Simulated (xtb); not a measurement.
C4H10Al (SMILES C[CH2][Al+][CH2]C), charge +1, singlet, geometry from GFN2-xTB (such geometries of metal compounds can be far from the true shape), atoms displaced at random by about 0.1 Å a coordinate; xtb with GFN2-xTB.

The xtb input:
```
$ xtb mol.xyz --gfn 2 --chrg 1 --opt sloppy --json

# file mol.xyz
15

Al    -0.18371281    -0.07609317     0.25418643
C      1.58423389    -0.74345588     0.83200436
C      1.66954974    -2.13190951     0.56764465
H      1.40190239    -0.74873017     1.89397684
H      2.54793513    -0.32074187     0.55808207
H      1.68480853    -2.44270491    -0.62221025
H      0.72124763    -2.83588210     0.89596804
H      2.41582191    -2.70178722     0.99996887
C     -1.55292034     1.10535955    -0.55644113
C     -1.39080867     2.29134366    -1.08787787
H     -2.41988444     0.94279692     0.27412962
H     -2.06502165     0.21275333    -1.26679389
H     -0.71957591     2.21860057    -1.99229410
H     -1.13560154     2.97281611    -0.42758920
H     -2.31290085     2.62532887    -1.46026735
```

The log (banner, timings and long lists left out):

```
   ID    Z sym.   atoms
    1   13 Al     1
    2    6 C      2, 3, 9, 10
    3    1 H      4-8, 11-15

           -------------------------------------------------
          |                Calculation Setup                |
           -------------------------------------------------

           -------------------------------------------------
          |                 G F N 2 - x T B                 |
           -------------------------------------------------

          ...................................................
          :                      SETUP                      :
          :.................................................:
          :  # basis functions                  36          :
          :  # atomic orbitals                  35          :
          :  # shells                           21          :
          :  # electrons                        28          :
          :  max. iterations                   250          :
          :  Hamiltonian                  GFN2-xTB          :
          :  restarted?                      false          :
          :  GBSA solvation                  false          :
          :  PC potential                    false          :
          :  electronic temp.          300.0000000     K    :
          :  accuracy                    1.0000000          :
          :  -> integral cutoff          0.2500000E+02      :
          :  -> integral neglect         0.1000000E-07      :
          :  -> SCF convergence          0.1000000E-05 Eh   :
          :  -> wf. convergence          0.1000000E-03 e    :
          :  Broyden damping             0.4000000          :
          :  net charge                          1          :
          :  unpaired electrons                  0          :
          ...................................................

 iter      E             dE          RMSdq      gap      omega  full diag
   1    -14.3602665 -0.143603E+02  0.143E+01    2.46       0.0  T
   2    -14.4062838 -0.460172E-01  0.103E+01    1.52       1.0  T
   3    -14.2913485  0.114935E+00  0.387E+00    2.55       1.0  T
   4    -14.3925994 -0.101251E+00  0.218E+00    1.93       1.0  T
   5    -14.4144723 -0.218729E-01  0.737E-01    1.89       1.0  T
   6    -14.4181329 -0.366059E-02  0.254E-01    1.96       1.0  T
   7    -14.4182119 -0.789856E-04  0.199E-01    1.90       1.0  T
   8    -14.4182559 -0.440274E-04  0.894E-02    1.94       1.0  T
   9    -14.4183374 -0.815224E-04  0.183E-02    1.93       1.4  T
  10    -14.4183383 -0.857722E-06  0.818E-03    1.93       3.2  T
  11    -14.4183383  0.526277E-07  0.414E-03    1.93       6.2  T
  12    -14.4183383 -0.588850E-07  0.237E-03    1.93      10.9  T
  13    -14.4183383 -0.206193E-07  0.495E-04    1.93      52.2  T
  14    -14.4183383 -0.369749E-10  0.141E-04    1.93     182.7  T

   *** convergence criteria satisfied after 14 iterations ***

         :::::::::::::::::::::::::::::::::::::::::::::::::::::
         ::                     SUMMARY                     ::
         :::::::::::::::::::::::::::::::::::::::::::::::::::::
         :: total energy             -14.154142243794 Eh    ::
         :: gradient norm              0.372728196904 Eh/a0 ::
         :: HOMO-LUMO gap              1.928503547147 eV    ::
         ::.................................................::
         :: SCC energy               -14.418329555753 Eh    ::
         :: -> isotropic ES            0.094999167438 Eh    ::
         :: -> anisotropic ES         -0.018343009675 Eh    ::
         :: -> anisotropic XC         -0.005030883862 Eh    ::
         :: -> dispersion             -0.006059003383 Eh    ::
         :: repulsion energy           0.264187311959 Eh    ::
         :: add. restraining           0.000000000000 Eh    ::
         :: total charge               1.000000000000 e     ::
         :::::::::::::::::::::::::::::::::::::::::::::::::::::

      -----------------------------------------------------------
     |                   =====================                   |
     |                        A N C O P T                        |
     |                   =====================                   |
     |               Approximate Normal Coordinate               |
     |                Rational Function Optimizer                |
      -----------------------------------------------------------
      -----------------------------------------------------------
     |                   =====================                   |
     |                        A N C O P T                        |
     |                   =====================                   |
     |               Approximate Normal Coordinate               |
     |                Rational Function Optimizer                |
      -----------------------------------------------------------

          ...................................................
          :                      SETUP                      :
          :.................................................:
          :   optimization level            sloppy          :
          :   max. optcycles                   200          :
          :   ANC micro-cycles                  20          :
          :   degrees of freedom                39          :
          :.................................................:
          :   RF solver                   davidson          :
          :   write xtbopt.log                true          :
          :   linear?                        false          :
          :   energy convergence         0.1000000E-03 Eh   :
          :   grad. convergence          0.6000000E-02 Eh/α :
          :   maxmium RF displ.          1.0000000          :
          :   Hlow (freq-cutoff)         0.1000000E-01      :
          :   Hmax (freq-cutoff)         5.0000000          :
          :   S6 in model hess.         20.0000000          :
          ...................................................

generating ANC from exact Hessian ...
[...]
 * total energy  :   -14.1541422 Eh     change       -0.3250378E-10 Eh
 * total energy  :   -14.2343074 Eh     change       -0.8016516E-01 Eh
 * total energy  :   -14.2583077 Eh     change       -0.2400032E-01 Eh
 * total energy  :   -14.2607761 Eh     change       -0.2468393E-02 Eh
 * total energy  :   -14.2614827 Eh     change       -0.7065788E-03 Eh
 * total energy  :   -14.2616994 Eh     change       -0.2167465E-03 Eh
 * total energy  :   -14.2617635 Eh     change       -0.6406171E-04 Eh
   *** GEOMETRY OPTIMIZATION CONVERGED AFTER 7 ITERATIONS ***
         :: total energy             -14.261763502106 Eh    ::
[...]
          |                Property Printout                |
           -------------------------------------------------

    * Orbital Energies and Occupations

         #    Occupation            Energy/Eh            Energy/eV
      -------------------------------------------------------------
         1        2.0000           -0.7859188             -21.3859
         2        2.0000           -0.7668550             -20.8672
         3        2.0000           -0.7288063             -19.8318
         4        2.0000           -0.7192697             -19.5723
         5        2.0000           -0.6655855             -18.1115
         6        2.0000           -0.6612247             -17.9928
         7        2.0000           -0.6575735             -17.8935
         8        2.0000           -0.6397522             -17.4085
         9        2.0000           -0.6307532             -17.1637
        10        2.0000           -0.6225852             -16.9414
        11        2.0000           -0.5977362             -16.2652
        12        2.0000           -0.5960283             -16.2188
        13        2.0000           -0.5910398             -16.0830
        14        2.0000           -0.5561232             -15.1329 (HOMO)
        15                         -0.4549371             -12.3795 (LUMO)
        16                         -0.3836191             -10.4388
        17                         -0.3815273             -10.3819
        18                         -0.3058675              -8.3231
        19                         -0.3038039              -8.2669
        20                         -0.1977808              -5.3819
        21                         -0.1871891              -5.0937
        22                         -0.0563729              -1.5340
        23                         -0.0270595              -0.7363
        24                         -0.0163820              -0.4458
        25                          0.0019481               0.0530
       ...                                ...                  ...
        35                          0.8632617              23.4905
      -------------------------------------------------------------
                  HL-Gap            0.1011862 Eh            2.7534 eV
             Fermi-level           -0.5055301 Eh          -13.7562 eV

     #   Z          covCN         q      C6AA      α(0)
     1  13 Al       1.734     0.415   185.261    33.276
     2   6 C        3.655    -0.135    23.435     6.950
     3   6 C        3.778    -0.112    22.657     6.781
     4   1 H        0.922     0.145     1.427     1.868
     5   1 H        0.923     0.145     1.424     1.866
     6   1 H        0.925     0.078     1.998     2.210
     7   1 H        0.925     0.076     2.018     2.222
     8   1 H        0.925     0.094     1.839     2.121
     9   6 C        3.655    -0.134    23.416     6.947
    10   6 C        3.772    -0.111    22.658     6.783
    11   1 H        0.923     0.145     1.426     1.867
    12   1 H        0.923     0.145     1.429     1.869
    13   1 H        0.924     0.078     2.004     2.214
    14   1 H        0.924     0.077     2.007     2.216
    15   1 H        0.925     0.094     1.843     2.123

 Mol. C6AA /au·bohr⁶  :       2020.908206
 Mol. C8AA /au·bohr⁸  :      75437.772014
 Mol. α(0) /au        :         81.313615

Wiberg/Mayer (AO) data.
largest (>0.10) Wiberg bond orders for each atom

 ---------------------------------------------------------------------------
     #   Z sym  total        # sym  WBO       # sym  WBO       # sym  WBO
 ---------------------------------------------------------------------------
     1  13 Al   3.158 --     9 C    1.193     2 C    1.191     3 C    0.126
                            10 C    0.123    11 H    0.104     4 H    0.104
                            12 H    0.103     5 H    0.100
     2   6 C    3.984 --     1 Al   1.191     3 C    0.951     5 H    0.863
                             4 H    0.859     9 C    0.111
     3   6 C    3.980 --     8 H    0.973     6 H    0.963     7 H    0.962
                             2 C    0.951     1 Al   0.126
     4   1 H    0.978 --     2 C    0.859     1 Al   0.104
     5   1 H    0.979 --     2 C    0.863     1 Al   0.100
     6   1 H    0.993 --     3 C    0.963
     7   1 H    0.994 --     3 C    0.962
     8   1 H    0.988 --     3 C    0.973
     9   6 C    3.985 --     1 Al   1.193    10 C    0.952    12 H    0.861
                            11 H    0.859     2 C    0.111
    10   6 C    3.978 --    15 H    0.972    14 H    0.964    13 H    0.963
                             9 C    0.952     1 Al   0.123
    11   1 H    0.979 --     9 C    0.859     1 Al   0.104
    12   1 H    0.979 --     9 C    0.861     1 Al   0.103
    13   1 H    0.994 --    10 C    0.963
    14   1 H    0.994 --    10 C    0.964
    15   1 H    0.988 --    10 C    0.972
 ---------------------------------------------------------------------------

Topologies differ in total number of bonds
Writing topology from bond orders to xtbtopo.mol

molecular dipole:
                 x           y           z       tot (Debye)
 q only:       -0.085       0.082       0.198
   full:       -0.100       0.079       0.234       0.678
molecular quadrupole (traceless):
                xx          xy          yy          xz          yz          zz
 q only:        4.200      -8.819       0.998       5.691      -4.348      -5.198
  q+dip:        6.837      -9.952      -1.660       7.044      -4.599      -5.176
   full:        2.332      -5.481       0.814       3.367      -2.709      -3.146

optimized geometry written to: xtbopt.xyz

           -------------------------------------------------
          | TOTAL ENERGY              -14.261763502106 Eh   |
          | GRADIENT NORM               0.003314854002 Eh/α |
          | HOMO-LUMO GAP               2.753415846495 eV   |
           -------------------------------------------------

normal termination of xtb
```
